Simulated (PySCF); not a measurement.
CH3BBr2, SMILES CB(Br)Br. Heavy atoms are numbered as in [B:1]([Br:2])([Br:3])[CH3:4]. Hydrogens are named by the atom that carries them.

Geometry optimised at B3LYP-D3(BJ)/def2-SVP.

Level of theory: PBE0/pcSseg-1 (PySCF).

GIAO shieldings, no solvent; atoms alike by connectivity are averaged. δ = σ(ref) − σ: ¹¹B against BF3 (σ = 88.8 ppm); ¹³C against TMS (σ = 186.3 ppm); ¹H against TMS (σ = 31.56 ppm), references at their B3LYP-D3(BJ)/def2-TZVP geometries, non-relativistic (without spin–orbit terms, shifts of atoms bonded to Cl or Br come out too high).

| nucleus | atoms | count | δ (ppm) |
|---|---|---|---|
| ¹¹B | B1 | 1 | 68.2 |
| ¹³C | C4 (CH3) | 1 | 25.0 |
| ¹H | H on C4 | 3 | 1.86 |
